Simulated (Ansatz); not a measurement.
CH3IMg⁻, that is MgMeI with one electron more. Charge -1, multiplicity 2. Geometry PBE-D4/def2-TZVP, that of the neutral singlet.

Cartesian coordinates in Å:
```
Mg 1.150 -0.001 0.128
C -0.919 0.005 -0.096
H -1.421 0.250 0.852
H -1.283 -0.979 -0.425
H -1.234 0.748 -0.844
I 3.708 -0.022 0.386
```

In the def2 sets I takes a core potential; there is no spin–orbit coupling. At PBE-D4/def2-TZVPD, r2SCAN-D4/def2-TZVPD, PBE0-D4/def2-TZVPD the highest occupied level of the charge -1 doublet lies above zero (up to 1.68 eV). Energy differences put its binding near zero (0.08 eV; vertical, against the charge 0 singlet, at PBE-D4/def2-TZVPD), which leaves it undecided.

(1) Estimate the α-spin orbital energies around the gap (eV) in Ansatz with PBE-D4/def2-TZVPD, r2SCAN-D4/def2-TZVPD, PBE0-D4/def2-TZVPD.

Results:

(1) 
| orbital | PBE-D4/def2-TZVPD | r2SCAN-D4/def2-TZVPD | PBE0-D4/def2-TZVPD |
| --- | --- | --- | --- |
| HOMO−5 | -5.03 | -5.30 | -6.43 |
| HOMO−4 | -3.43 | -3.72 | -4.58 |
| HOMO−3 | -2.22 | -2.51 | -3.29 |
| HOMO−2 | -2.22 | -2.51 | -3.29 |
| HOMO−1 | -1.87 | -2.03 | -3.06 |
| HOMO | 1.68 | 1.65 | 1.25 |
| LUMO | 2.34 | 2.42 | 2.75 |
| LUMO+1 | 2.34 | 2.42 | 2.77 |
| LUMO+2 | 2.41 | 2.81 | 2.77 |
| LUMO+3 | 3.17 | 3.69 | 3.57 |
| LUMO+4 | 3.26 | 3.84 | 3.61 |
| LUMO+5 | 3.26 | 3.84 | 3.61 |
| β HOMO | -1.66 | -1.78 | -2.72 |
| β LUMO | 2.17 | 2.65 | 2.76 |
